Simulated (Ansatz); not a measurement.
`O=C(C(F)F)C(F)(F)F`, charge 0, multiplicity 1.

Question: Give a relaxed structure at PBE0-D4/def2-TZVP (the Gaussian-basis code of Ansatz). (Best estimate.)

Answer: The calculation gave: 
Z-matrix (Å, degrees):
```
C
C 1 1.537
F 1 1.351 2 109.2
F 1 1.336 2 109.4 3 119.4
H 1 1.097 2 111.1 3 -119.9
C 2 1.550 1 115.9 3 47.1
O 2 1.188 1 122.9 3 -134.6
F 6 1.338 2 109.7 1 38.6
F 6 1.320 2 110.7 1 158.5
F 6 1.330 2 110.3 1 -80.9
```
This is one stationary point; other conformers may exist.
